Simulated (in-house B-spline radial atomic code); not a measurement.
A run on Tc- that did not converge. Method: scalar-relativistic (X2C) B97-1, spin-polarised, spherical fractional occupations, exact exchange averaged over the configuration, Fermi nucleus of rms radius 4.41117 fm; computed with an all-electron radial atomic-structure program (B-spline basis).

Command:
```bash
python run_scf.py task.json out
```
Settings (nuclear radius in fm, mass in u):
```
Z                43
configuration    [Kr] 4d6 5s2
hamiltonian      x2c
method           b97_1
spin_polarised   True
nucleus          fermi
rms_radius       4.41117
atomic_mass      96.90636
speed_of_light   137.035999084
exact_exchange   averaged over the configuration
```

First and last ten iterations of the last attempt (damped for 15 steps, keeping 80 % of the old Fock matrix, then DIIS):
```
 iter        energy (Eh)    residual
    1       -4278.383422    4.38e-01
    2       -4279.951158    3.23e-01
    3       -4282.430949    2.12e-01
    4       -4283.780203    1.51e-01
    5       -4284.491553    9.91e-02
    6       -4284.852581    6.91e-02
    7       -4285.028126    4.95e-02
    8       -4285.110087    3.39e-02
    9       -4285.147488    2.27e-02
   10       -4285.164818    1.68e-02
  111       -4285.175035    8.17e-03
  112       -4285.101647    2.18e-02
  113       -4285.101656    2.18e-02
  114       -4285.105336    2.12e-02
  115       -4285.106664    2.10e-02
  116       -4285.176832    7.33e-03
  117       -4285.098208    2.19e-02
  118       -4285.094240    2.19e-02
  119       -4285.094012    2.19e-02
  120       -4285.093603    2.19e-02
 not converged after 120 iterations
```

The smallest residual met was 7.3e-03; the threshold is about 4e-07. No energy from this run should be used. Run time, properties included: 4.9 s on 1 thread of Intel(R) Xeon(R) Platinum 8488C, with other jobs on the host.
